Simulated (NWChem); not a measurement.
# C₂HF₂, doublet; SMILES [CH]=C(F)F

Program: NWChem. Spin-unrestricted. In the optimisation the excess spin sits in a' (Cs, its own frame). Structure relaxed at the PBE0/def2-SVP, spin-unrestricted level. No stability test was run on the SCF state. Level TPSS/def2-SVP: energy and gradient; each run changes one setting, and changes count from the defaults (medium grid, exact Coulomb integrals, symmetry on).

```tsv
setting	size of the energy change (μHa)	largest change of a gradient component (μHa/bohr)
defaults	< 10	< 30
tight SCF thresholds and tolerances	< 10	< 30
coarse grid	30	200
Becke weights	10	100
Coulomb fitting, Ahlrichs set	500	200
Coulomb fitting, Weigend set	200	60
symmetry off	< 10	other frame
```
